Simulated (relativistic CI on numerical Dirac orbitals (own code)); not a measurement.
## Tb+: what numerical and physical settings do to a radial Dirac CI calculation

Reference input:

```
atom Tb  Z=65  charge=1  electrons=64
nucleus A=159  rms_radius_fm=5.0600
hamiltonian dirac-coulomb  breit=on  qed=on  c_scale=1
orbitals kli  potential=per-configuration
slater_scale 1
correlation none
mixing on
grid step=0.0125 r_max=129.7
scf mixing=0.4 start=green max_iterations=150 tolerance=2e-08 node_fill=0.05
configurations
  [Xe] 4f9 6s
end
```

Computed lowest total energy -11694.31053 Ha, first excitation 1569.8 cm⁻¹, 17 SCF steps. Runs with settings changed; * marks those that are bad on purpose (the QED terms keep the true α when c is scaled):

```tsv
Changed	Outcome	Lowest level	ΔE (Ha)	First excitation (cm⁻¹)	SCF steps	Message
end of the grid at 194.55 bohr	converged	4f9 6s 7H°_8	1.27e-11	1569.8	17	
speed of light × 1.25, node fill of the KLI weights 0.5, SCF tolerance 0.0001	converged	4f9 6s 7H°_8	183	1330.1	11	
end of the grid at 90.79 bohr, QED terms off, iteration limit 20	converged	4f9 6s 7H°_8	-7.34	1567.6	17	
Breit term off	converged	4f9 6s 7H°_8	-10.9	1582.6	17	
node fill of the KLI weights 50 *	not converged				53	SCF of 1s2 2s2 2p6 3s2 3p6 3d10 4s2 4p6 4d10 4f9 5s2 5p6 6s did not converge
configuration list: repeat *	refused				0	a configuration is listed twice
```

With so few configurations and no correlation, terms lie too far apart (by 10 to 50 % near neutrality), their order can be wrong, and levels of other configurations are missing.
